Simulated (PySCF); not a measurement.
Radiative rates from a computed spectrum

Compound: C2H9PSi.
InChI=1S/C2H9PSi/c1-2-4-3/h2-4H2,1H3

Level of theory: PySCF, TDDFT CAM-B3LYP/def2-SVPD, vertical, gas phase, core orbitals frozen in the response. One conformer (not necessarily the lowest) at the PBE0-D3(BJ)/def2-SVP geometry, without solvent, vibrations or thermal averaging. Torsions of this conformer, `[CH3:1][CH2:2][SiH2:3][PH2:4]`: C1–C2–Si3–P4 -57°, H–P4–Si3–C2 -171°, H–P4–Si3–C2 -77°.

Computed singlets with f of 0.002 or more:

| state | ν̃ (cm⁻¹) | f |
| --- | --- | --- |
| S1 | 52100 | 0.014 |
| S2 | 53380 | 0.023 |
| S3 | 56930 | 0.268 |
| S4 | 59920 | 0.012 |
| S5 | 62740 | 0.011 |
| S6 | 63310 | 0.030 |
| S7 | 65260 | 0.013 |
| S8 | 66090 | 0.081 |
| S9 | 66500 | 0.027 |
| S10 | 67660 | 0.016 |

Question: Turn these into Einstein A coefficients, radiative lifetimes, transition dipoles and integrated cross-sections.

Answer: For one non-degenerate pair of states in vacuum, A = 0.6670 f ν̃² s⁻¹ with ν̃ in cm⁻¹, τ = 1/A, |μ|² = 3f / (2ΔE) in atomic units, and the integrated cross-section is ∫σ dE = 109.76 f Mb·eV.

```
state  A (s⁻¹)       τ  |μ| (D)  ∫σ dE (Mb·eV)
   S1  2.6×10⁷   39 ns     0.76            1.5
   S2  4.3×10⁷   23 ns     0.95            2.5
   S3  5.8×10⁸  1.7 ns     3.16             29
   S4  2.9×10⁷   34 ns     0.66            1.3
   S5  2.8×10⁷   35 ns     0.61            1.2
   S6  7.9×10⁷   13 ns     1.00            3.2
   S7  3.7×10⁷   27 ns     0.65            1.4
   S8  2.4×10⁸  4.2 ns     1.62            8.9
   S9  8.1×10⁷   12 ns     0.94              3
  S10  5.0×10⁷   20 ns     0.72            1.8
```

Leading configurations: S1 H→L+2 (44%); S2 H→L (55%); S3 H→L+2 (38%); S4 H→L+3 (70%); S5 H-1→L (89%); S6 H→L+5 (33%); S7 H-1→L+1 (76%); S8 H-2→L (47%); S9 H-1→L+2 (56%); S10 H→L+7 (34%) (H = HOMO, L = LUMO).

Only emission to the ground state at the vertical energy is counted.

Question: How much energy does a mole of photons resonant with S3 carry?

Answer: 7.058 eV × 96.485 = 681 kJ/mol (163 kcal/mol).

Question: What is the integrated cross-section of all computed states together?

Answer: Σf = 0.495 over S1 to S10, so 109.76 × Σf ≈ 54.3 Mb·eV.

Question: Suppose S1 emitted 0.3 eV lower with the same transition dipole. How would A change?

Answer: At fixed |μ|, A goes as the cube of the energy: (6.16/6.46)³ = 0.87, which makes τ about 45 ns.

All these states lie below the vertical ionisation energy of 9.50 eV (ΔSCF).
